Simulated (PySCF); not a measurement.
**Relaxation of quintet IrOCl**

These are results of UPBE0/[Ir def2-TZVP with ECP60, O def2-TZVP, Cl def2-TZVP], scalar-relativistic core potentials, density fitting, no spin–orbit coupling, PySCF, not measurements. A (50,194) grid was used.

A hand-made linear start, of C∞v symmetry, held to at least that symmetry:

Coordinates in bohr (charge 0 multiplicity 5):
```
Ir    0.0000    0.0000   -0.3856
O     0.0000    0.0000   -3.6359
Cl    0.0000    0.0000    3.7907
```

What does it relax to?

It ends at C∞v with Ir–Cl 2.272 Å, Ir–O 1.761 Å; Cl–Ir–O 180.0°. A frequency run shows a minimum. Other isomers or separated fragments may lie lower.

How much energy is released, and in how many steps?

7.6 kJ/mol in 4 steps.

Open d and f shells are described by one determinant, and the ground state may have another occupation or spin. At this level a broken-symmetry Ms = 0 minimum of Cs symmetry lies 46 kJ/mol below this structure. Spin–orbit coupling, left out here, can matter for elements this heavy.
